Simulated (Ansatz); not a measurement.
Geometry optimisation, RKS PBE/def2-SVP (Ansatz 0.2.0).

Input:

```yaml
crystal:
  periodic: [false, false, false]
  atoms:
    - { symbol: Zr, position_ang: [0.0, 0.0, 0.0] }
    - { symbol: Cl, position_ang: [0.0, 0.0, 2.87] }
    - { symbol: F, position_ang: [1.8671, 0.0, -0.6593] }
    - { symbol: F, position_ang: [-0.9326, 1.6157, -0.6593] }
    - { symbol: F, position_ang: [-0.9326, -1.6157, -0.6593] }
    - { symbol: "N", position_ang: [-2.382, 0.0, 0.7915] }
    - { symbol: H, position_ang: [-3.102, -0.6071, 0.3052] }
    - { symbol: H, position_ang: [-2.6678, 0.6071, 1.612] }
    - { symbol: H, position_ang: [-1.622, 0.0, 2.0511] }
basis:
  gaussian: { orbitals: def2-SVP }
hamiltonian:
  xc: pbe
relax:
  f_tol: 0.15
  max_steps: 25
  restrain:
    - { distance: [0, 5], at: 3.41, k: 30.0 }
    - { distance: [8, 1], at: 2.57, k: 30.0 }
    - { distance: [0, 1], at: 2.52, k: 30.0 }
    - { distance: [8, 5], at: 1.06, k: 30.0 }
```

Launched with:

```bash
$ ansatz run input.yaml --threads 4 --pin off --max-ram 5120MiB --backend cpu --events-out ev --progress --plain --runs-dir out
```

Task: Where does it end, and by what steps?

Result: The run converged. The restraints hold the end off the free minimum; the threshold counts their pulls, which the force column leaves out. Restrained pairs: Zr1–N6 (2.51 → 3.40 Å), Cl2–H9 (1.82 → 2.57 Å), Zr1–Cl2 (2.87 → 2.48 Å), N6–H9 (1.47 → 1.04 Å). After 10 steps the energy has fallen by 3.244 eV (the restraints' own energy left out); N6 moved furthest, 0.83 Å.

```json
{"step": "0", "energy less start (eV)": "0.0000", "largest force component (eV/Å)": "3.313", "accepted": "yes"}
{"step": "1", "energy less start (eV)": "-0.0955", "largest force component (eV/Å)": "5.762", "accepted": "yes"}
{"step": "2", "energy less start (eV)": "-0.8057", "largest force component (eV/Å)": "7.040", "accepted": "yes"}
{"step": "3", "energy less start (eV)": "-2.1923", "largest force component (eV/Å)": "4.513", "accepted": "yes"}
{"step": "4", "energy less start (eV)": "-2.9573", "largest force component (eV/Å)": "1.764", "accepted": "yes"}
{"step": "5", "energy less start (eV)": "-3.1460", "largest force component (eV/Å)": "1.310", "accepted": "yes"}
{"step": "6", "energy less start (eV)": "-3.2247", "largest force component (eV/Å)": "1.292", "accepted": "yes"}
{"step": "7", "energy less start (eV)": "-3.2401", "largest force component (eV/Å)": "1.312", "accepted": "yes"}
{"step": "8", "energy less start (eV)": "-3.2115", "largest force component (eV/Å)": "1.269", "accepted": "no"}
{"step": "9", "energy less start (eV)": "-3.2397", "largest force component (eV/Å)": "1.238", "accepted": "yes"}
{"step": "10", "energy less start (eV)": "-3.2439", "largest force component (eV/Å)": "1.284", "accepted": "yes"}
```

```xyz
9
Properties=species:S:1:pos:R:3
Zr 0.167 0.025 0.027
Cl 0.400 -0.214 2.485
F 1.924 0.057 -0.688
F -0.634 1.669 -0.504
F -0.698 -1.454 -0.803
N -2.940 -0.026 1.409
H -2.960 -0.804 0.742
H -2.893 0.871 0.915
H -2.138 -0.125 2.067
```

Run time: 13 s on 4 threads of INTEL(R) XEON(R) PLATINUM 8581C CPU @ 2.10GHz (Emerald Rapids), on a shared host, peak memory 0.19 GiB.
